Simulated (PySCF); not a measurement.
Vertical excitations of a molecule C4H6BNO from PySCF 2.14.0 with TDA-PBE/def2-SVPD, as energy in eV (oscillator strength): 2.57 (0.000), 3.15 (0.029), 4.47 (0.000), 5.19 (0.005), 5.29 (0.002), 5.65 (0.058), 5.72 (0.000), 5.99 (0.001), 6.13 (0.003), 6.17 (0.021). Lowest triplet (TDA): 2.00 eV. Coordinates come from a PBE-D3(BJ)/def2-SVP optimisation. One conformer was computed; it need not be the lowest.

Question: Identify the compound among the candidates.
A) C=CB(O)CC#N
B) CC1=CB(O)C=N1
C) C=C1C=NB(C)O1
D) C=C1OC=NB1C

Answer: B, CC1=CB(O)C=N1
